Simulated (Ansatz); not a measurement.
**Molecular dynamics of FH$_{5}$OSiZn**

Input:

```yaml
crystal:
  periodic: [false, false, false]
  atoms:
    - { symbol: Zn, position_ang: [-0.729747, -0.822204, -0.222087] }
    - { symbol: Si, position_ang: [1.011281, 1.074993, 0.308635] }
    - { symbol: O, position_ang: [-0.672235, -2.60643, -0.128535] }
    - { symbol: H, position_ang: [-0.705563, 1.002894, -0.301484] }
    - { symbol: F, position_ang: [-1.857658, 0.733904, -0.685485] }
    - { symbol: H, position_ang: [0.851354, 2.0947, 1.37765] }
    - { symbol: H, position_ang: [1.81516, 1.615521, -0.817414] }
    - { symbol: H, position_ang: [1.77282, -0.068627, 0.899764] }
    - { symbol: H, position_ang: [-1.485511, -3.024752, -0.431045] }
basis:
  gaussian: { orbitals: def2-mTZVP }
hamiltonian:
  xc: pbe0
  dispersion: d4
md:
  timestep: 0.5
  n_steps: 200
  ensemble: nve
  temperature: 100.0
  initial_velocities: maxwell_boltzmann
  seed: 3147
```

Command:

```bash
$ ansatz run input.yaml --threads 2 --pin off --max-ram 3072MiB --backend cpu --events-out ev --progress --plain --runs-dir out
```

It starts at the highest image of a converged band, a first-order saddle point between two minima.

Output, in part (step lines, the closing report, with atoms numbered from 0):

```
md step     0: t =     0.00 fs  T =   100.0 K  F+E_penalty+E_count = -61129.22261488 eV  E_kin = 0.090482 eV  conserved = -61129.13213288 eV  (28 SCF iters)
md step     1: t =     0.50 fs  T =    96.7 K  F+E_penalty+E_count = -61129.21959123 eV  E_kin = 0.087523 eV  conserved = -61129.13206870 eV  (25 SCF iters)
md step     2: t =     1.00 fs  T =    87.7 K  F+E_penalty+E_count = -61129.21127338 eV  E_kin = 0.079340 eV  conserved = -61129.13193311 eV  (25 SCF iters)
md step     3: t =     1.50 fs  T =    75.1 K  F+E_penalty+E_count = -61129.19971782 eV  E_kin = 0.067947 eV  conserved = -61129.13177101 eV  (25 SCF iters)
md step     4: t =     2.00 fs  T =    61.6 K  F+E_penalty+E_count = -61129.18741382 eV  E_kin = 0.055781 eV  conserved = -61129.13163288 eV  (24 SCF iters)
md step     5: t =     2.50 fs  T =    49.7 K  F+E_penalty+E_count = -61129.17650345 eV  E_kin = 0.044952 eV  conserved = -61129.13155153 eV  (25 SCF iters)
md step     6: t =     3.00 fs  T =    40.6 K  F+E_penalty+E_count = -61129.16827292 eV  E_kin = 0.036745 eV  conserved = -61129.13152771 eV  (25 SCF iters)
md step     7: t =     3.50 fs  T =    34.9 K  F+E_penalty+E_count = -61129.16312529 eV  E_kin = 0.031588 eV  conserved = -61129.13153710 eV  (25 SCF iters)
[... lines left out ...]
Total energy: -61129.96233072 eV, -2246.4846802774 hartree
Atom 0 at    -0.216022    -1.008103    -0.058639 Å, force    -0.789717     0.207437    -0.365392 eV/Å
Atom 1 at     0.997058     1.000012     0.284184 Å, force     0.108367    -0.670634     0.786528 eV/Å
Atom 2 at    -1.298421    -2.446390    -0.337905 Å, force    -0.180607     0.540778    -0.175574 eV/Å
Atom 3 at    -3.132015     2.098775    -0.738082 Å, force     0.229585    -0.849080    -0.245036 eV/Å
Atom 4 at    -2.899436     1.222800    -0.995856 Å, force    -0.179784     0.803692     0.260097 eV/Å
Atom 5 at     0.406682     2.298674     0.733103 Å, force    -0.238342    -0.170547    -0.269381 eV/Å
Atom 6 at     2.010977     1.234244    -0.752138 Å, force     0.204464     0.174128    -0.310460 eV/Å
Atom 7 at     1.742194     0.531673     1.498813 Å, force     0.222828     0.211747    -0.003081 eV/Å
Atom 8 at    -2.130214    -2.151542    -0.761479 Å, force     0.623206    -0.247521     0.322299 eV/Å
Dipole moment:    -0.183337     0.697001    -0.006140 e Å
```

The steps, from the saved trajectory:

| time (fs) | T (K) | potential energy less start (eV) | conserved less start (meV/atom) |
| --- | --- | --- | --- |
| 0.0 | 100 | 0.000 | 0.00 |
| 3.0 | 41 | 0.054 | 0.07 |
| 6.0 | 52 | 0.044 | 0.06 |
| 9.0 | 75 | 0.022 | 0.01 |
| 12.0 | 44 | 0.051 | 0.08 |
| 15.0 | 137 | -0.033 | 0.03 |
| 18.0 | 166 | -0.059 | 0.03 |
| 21.0 | 200 | -0.090 | 0.08 |
| 24.0 | 325 | -0.204 | -0.03 |
| 27.0 | 312 | -0.191 | 0.11 |
| 30.0 | 495 | -0.358 | -0.08 |
| 33.0 | 568 | -0.424 | -0.07 |
| 36.0 | 628 | -0.476 | 0.11 |
| 39.0 | 805 | -0.638 | -0.07 |
| 42.0 | 868 | -0.696 | -0.09 |
| 45.0 | 910 | -0.732 | 0.05 |
| 48.0 | 885 | -0.710 | 0.09 |
| 51.0 | 915 | -0.738 | -0.07 |
| 54.0 | 905 | -0.729 | -0.03 |
| 57.0 | 789 | -0.621 | 0.19 |
| 60.0 | 860 | -0.687 | 0.00 |
| 63.0 | 878 | -0.705 | -0.11 |
| 66.0 | 851 | -0.679 | 0.02 |
| 69.0 | 907 | -0.729 | 0.08 |
| 72.0 | 964 | -0.783 | -0.08 |
| 75.0 | 1065 | -0.875 | -0.16 |
| 78.0 | 1021 | -0.832 | 0.08 |
| 81.0 | 1008 | -0.821 | 0.11 |
| 84.0 | 1077 | -0.885 | -0.09 |
| 87.0 | 975 | -0.792 | -0.02 |
| 90.0 | 920 | -0.741 | 0.09 |
| 93.0 | 877 | -0.702 | 0.08 |
| 96.0 | 888 | -0.714 | -0.11 |
| 99.0 | 921 | -0.744 | -0.14 |

All steps were run. The conserved energy stayed within 0.19 meV per atom of its start (net change -0.11 meV per atom), so the integration is sound. The system heated up, since it started high on the potential surface and ran downhill. A run of 0.1 ps of so small a system gives no equilibrium averages. The orbitals stay closed-shell, which can raise the energy where a bond breaks towards radicals; this wasn't checked here.

The step under study would form Zn1–F5, Si2–H4 and break Zn1–Si2, H4–F5. These pairs go: Zn1–F5 1.98 → 3.61 Å, Si2–H4 1.82 → 4.39 Å, Zn1–Si2 2.63 → 2.37 Å, H4–F5 1.24 → 0.94 Å. In the last frame they stand as before the step (other bonds may differ from the relaxed reactants and products). Also parted: Zn1–H4 1.83 → 4.31 Å. It ends as FH + H4OSiZn. Pairs count as bonded within 1.25 times the sum of covalent radii (0.12 Å more for H–H).

Last frame:

```xyz
9
Properties=species:S:1:pos:R:3
Zn -0.216 -1.008 -0.059
Si 0.997 1.000 0.284
O -1.298 -2.446 -0.338
H -3.132 2.099 -0.738
F -2.899 1.223 -0.996
H 0.407 2.299 0.733
H 2.011 1.234 -0.752
H 1.742 0.532 1.499
H -2.130 -2.151 -0.761
```

The run took 12 min on 2 threads of Arm Neoverse V1, on a shared host, peak memory 0.27 GiB.
